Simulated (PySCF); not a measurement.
## How methods differ on the ionisation energy of Si(2+)

Si(2+) [Ne] 3s2 (1S) → Si(3+) [Ne] 3s1 (2S), as a difference of total energies. Computed with PySCF 2.14 in def2-QZVPPD (10s6p5d2f1g, 76 functions), with no relativity, point nucleus. Correlated levels: valence: [Ne] frozen; valence and next inner shell: 1s2 frozen. The calculations carry no spin-orbit coupling.

```tsv
method	ionisation energy (eV)
UHF	31.955
LDA	33.525
PBE	33.381
PBE0	33.243
r2SCAN	32.870
PBEsol	33.217
PW91	33.448
LC-wPBE	33.237
BP86	33.456
MP2 (valence)	32.866
SCS-MP2 (valence)	33.048
MP2 (valence and next inner shell)	33.123
SCS-MP2 (valence and next inner shell)	33.250
```

How much does correlation contribute at MP2 (valence and next inner shell)?

33.123 − (31.955) = 1.168 eV, measured against UHF.

Errors of the correlated levels include the incompleteness of this basis and the frozen core.

MP2 underrates the near-degeneracy of ns² with np² in the lower species.

For comparison: 33.493 eV (measured; NIST Atomic Spectra Database, ionization energies).
